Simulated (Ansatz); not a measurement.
Calculated with Ansatz (gas phase, PBE0-D4/def2-TZVP geometries, no zero-point term in ΔE). CCSD(T)/CBS adds triple-zeta CCSD(T) − MP2 to the extrapolated MP2 energy (def2 sets, frozen cores). Functionals use def2-TZVPP. For Se outer-core shells are correlated without core-valence functions, which leaves a few kJ/mol of doubt a bond. Scalar relativity is left out up to krypton. Each species was taken in one conformer, which may not be the lowest.

Consider the formal exchange of groups at the Al–O bond: `O[SiH](O)[O][AlH2]` + `[AlH2][SeH]` → `[AlH2][AlH][SeH]` + `O[SiH](O)O`.

Problem. Is it downhill or uphill in electronic energy at CCSD(T)/CBS, and by how much? (Estimate.)

Solution. Ansatz gave: Uphill: ΔE = +37.5 kcal/mol.

Problem. What do these levels give: PBE-D4, PBE0-D4, ωB97X-V, PBE0, HF/def2-TZVPP, CCSD/CBS(def2)? (Estimate.)

Solution. The calculation gave: PBE-D4 31.9, PBE0-D4 33.2, ωB97X-V 37.4, PBE0 32.8, HF/def2-TZVPP 41.0, CCSD/CBS(def2) 37.9 kcal/mol.

Largest T1 diagnostic among the species: 0.012.

In def2-TZVPP, CCSD(T) changes the Hartree–Fock value by −3.7 kcal/mol (the triples alone add −0.5 kcal/mol) and MP2 by −1.0 kcal/mol. From PBE to PBE0 (25 % exact exchange), in def2-TZVPP and without D4, ΔE moves by +1.3 kcal/mol.
